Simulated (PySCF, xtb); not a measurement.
methyl prop-2-enoate (C4H6O2), SMILES O(C(=O)C=C)C.

The structure is a stationary point at B3LYP-D3(BJ)/def2-SVP. Other conformers were not sampled.

Calculation: PySCF 2.14.0 with C-PCM-M06-2X/def2-SVP.

The values are the electrostatic part of the solvation free energy, E(continuum) − E(gas) at the gas-phase geometry, in a cavity of scaled van der Waals radii (PySCF's table); cavitation and dispersion terms are not included. In vacuum the orbital gap is 9.13 eV. The dipole moment in vacuum is 1.44 D.

Q: Estimate the values in water (ε = 78.36), acetonitrile (ε = 35.69), chlorobenzene (ε = 5.70). (An estimate is asked for; the answer gives what the named calculation found.)

A: 
```csv
solvent,ε,ΔG(elec) (kcal/mol),dipole (D),gap (eV)
water,78.36,-4.9,1.85,9.10
acetonitrile,35.69,-4.8,1.85,9.10
chlorobenzene,5.70,-4.0,1.77,9.11
```

For comparison, GFN2-xTB/ALPB(water) (xtb, at the GFN2-xTB geometry, all terms of that model) gives -4.0 kcal/mol.
